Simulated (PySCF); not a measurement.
C₂H₇NOSi₂, SMILES CC1=N[SiH2]O[SiH2]1. The structure is a stationary point at PBE-D3(BJ)/def2-SVP. The structure was generated by enumeration, and PubChem lists no compound with its InChIKey, so it may never have been made.

Give the equilibrium geometry at PBE-D3(BJ)/def2-SVP (PySCF confirms it by a frequency run) as Cartesian coordinates in Å, and its point group. (An estimate is asked for; the answer gives what the named calculation found.)

point group Cs.
```xyz
13

C      0.6596    -2.5265     0.0000
C      0.3894    -1.0490     0.0000
N      1.3459    -0.1784     0.0000
Si     0.7783     1.5109     0.0000
O     -0.9154     1.3526     0.0000
Si    -1.3951    -0.2697     0.0000
H      0.1932    -3.0038     0.8888
H      0.1932    -3.0038    -0.8888
H      1.7489    -2.7259     0.0000
H      1.2539     2.2223     1.2308
H      1.2539     2.2223    -1.2308
H     -2.2002    -0.6039     1.2258
H     -2.2002    -0.6039    -1.2258
```
Charge 0, spin multiplicity 1.
